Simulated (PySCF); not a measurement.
GeH2I2, SMILES [GeH2]([I])[I].

Geometry: B3LYP-D3(BJ)/def2-SVP. The def2 effective core potentials stand for the cores of I; spin–orbit coupling is left out.

All values below come from PBE/def2-TZVPD (PySCF).

Symmetry labels are those of the subgroup C2v that the program uses (full group C2v).

Question: List the valence orbital energies around the gap with their symmetry. (An estimate is asked for; the answer gives what the named calculation found.)

Answer: 
| orbital | symmetry | energy (eV) |
|---|---|---|
| HOMO−7 | A1 | -13.88 |
| HOMO−6 | B2 | -9.56 |
| HOMO−5 | A1 | -8.92 |
| HOMO−4 | B1 | -8.67 |
| HOMO−3 | A1 | -6.92 |
| HOMO−2 | A2 | -6.75 |
| HOMO−1 | B2 | -6.68 |
| HOMO | B1 | -6.59 |
| LUMO | A1 | -2.91 |
| LUMO+1 | B1 | -1.70 |
| LUMO+2 | A1 | -0.76 |
| LUMO+3 | B2 | -0.14 |
